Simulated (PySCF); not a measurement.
## `FC1(F)C[C@@H]1[Se-]`, [C$_{3}$H$_{3}$F$_{2}$Se]-, charge -1

Molfile (atoms numbered from 1):
```
C3H3F2Se
     RDKit          3D

  9  9  0  0  0  0  0  0  0  0999 V2000
   -1.6130   -0.4765    1.0573 F   0  0  0  0  0  0  0  0  0  0  0  0
   -0.7317   -0.3831    0.0075 C   0  0  0  0  0  0  0  0  0  0  0  0
   -1.3183   -1.0029   -1.0355 F   0  0  0  0  0  0  0  0  0  0  0  0
   -0.0056    0.9016   -0.1691 C   0  0  0  0  0  0  0  0  0  0  0  0
    0.7188   -0.3493    0.2832 C   0  0  2  0  0  0  0  0  0  0  0  0
    2.0064   -1.1918   -0.8526 Se  0  0  0  0  0  1  0  0  0  0  0  0
   -0.1952    1.6968    0.5386 H   0  0  0  0  0  0  0  0  0  0  0  0
    0.1644    1.2212   -1.1864 H   0  0  0  0  0  0  0  0  0  0  0  0
    0.9877   -0.4099    1.3319 H   0  0  0  0  0  0  0  0  0  0  0  0
  1  2  1  0
  2  3  1  0
  2  4  1  0
  4  5  1  0
  5  6  1  0
  5  2  1  0
  4  7  1  0
  4  8  1  0
  5  9  1  1
M  CHG  1   6  -1
M  END
```

Method used: GIAO B3LYP/aug-pcSseg-1 magnetisability, rotational g tensor and spin-rotation constants, non-relativistic, gas phase in PySCF. Geometry: GFN2-xTB.

The calculation is non-relativistic, which matters for the atoms heavier than Zn. For an ion the centre-of-mass motion in the field is neglected.

(1) Give the nuclear spin-rotation constants along the inertial axes (H = +C I·J) beside the isotropic shieldings.

(2) How do the rotational constants and the g tensor change when H7, H8, H9 are replaced by deuterium?

## Answers

(1) Rotational constants 5.4966, 1.1777, 1.1074 GHz. A star marks the isotopologue with that one atom substituted, in its own axes.
| atom | isotope | Caa (kHz) | Cbb (kHz) | Ccc (kHz) | mean (kHz) | σ (ppm) |
| --- | --- | --- | --- | --- | --- | --- |
| F1 | 19F | 5.843 | 0.451 | 1.536 | 2.610 | 309.4 |
| F3 | 19F | 3.078 | 1.009 | 1.190 | 1.759 | 329.3 |
| H7 | 1H | -0.419 | 0.020 | -0.111 | -0.170 | 30.6 |
| H8 | 1H | -0.535 | -0.119 | 0.024 | -0.210 | 31.7 |
| H9 | 1H | -0.553 | -0.020 | 0.006 | -0.189 | 28.3 |
| C2 | 13C* | 1.777 | 0.386 | 0.346 | 0.837 | 51.0 |
| C4 | 13C* | 0.716 | 0.246 | 0.194 | 0.385 | 151.5 |
| C5 | 13C* | 1.019 | 0.183 | 0.213 | 0.472 | 147.8 |
| Se6 | 77Se* | 3.517 | 2.360 | 1.858 | 2.578 | 1783.3 |

For the geometry as given, no vibrational averaging.

(2) Constants 4.8508, 1.1525, 1.0843 GHz; g -0.0264, -0.0198, -0.0186, against -0.0300, -0.0199, -0.0190 before.
